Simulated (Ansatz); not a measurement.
Molecule: CdBr, charge 0, multiplicity 2. The spin state was set by rule; other spins were not relaxed. SMILES: [Cd][Br]
Geometry: optimised at B3LYP-D3(BJ)/def2-TZVP (Ansatz, an electronic-structure program).

Wanted: vertical ionisation energy (to the singlet state of charge +1; each state is the SCF solution reached for its spin; for the singlet T1 is 0.026), in eV. Correlated levels leave the core frozen unless marked. Open shells are spin-unrestricted. Spin-orbit coupling is left out. The frozen core is the preceding noble-gas configuration, with the filled d and f shells of earlier blocks. Past Kr the def2 sets carry scalar-relativistic core potentials. Basis-set limits of correlation are two-point, X^-3; Hartree-Fock from the larger set.

| level | program | vertical ionisation energy (eV) | minus last row |
|---|---|---|---|
| SVWN5/def2-TZVPD | Ansatz | 8.89 | 0.25 |
| B3LYP/def2-TZVPD | Ansatz | 8.75 | 0.11 |
| PBE0/def2-TZVPD | Ansatz | 8.65 | 0.01 |
| BHLYP/def2-TZVPD | Ansatz | 8.63 | -0.01 |
| CAM-B3LYP/def2-TZVPD | Ansatz | 8.82 | 0.18 |
| wB97M-V/def2-TZVPD | Ansatz | 8.57 | -0.07 |
| CCSD/def2-TZVPPD | Ansatz | 8.46 | -0.18 |
| CCSD/CBS(def2-TZVPPD,def2-QZVPPD) | Ansatz | 8.63 | -0.01 |
| CCSD(T)/def2-SVPD | Ansatz | 8.36 | -0.28 |
| CCSD(T)/CBS(def2-TZVPPD,def2-QZVPPD) | Ansatz | 8.64 | 0.00 |
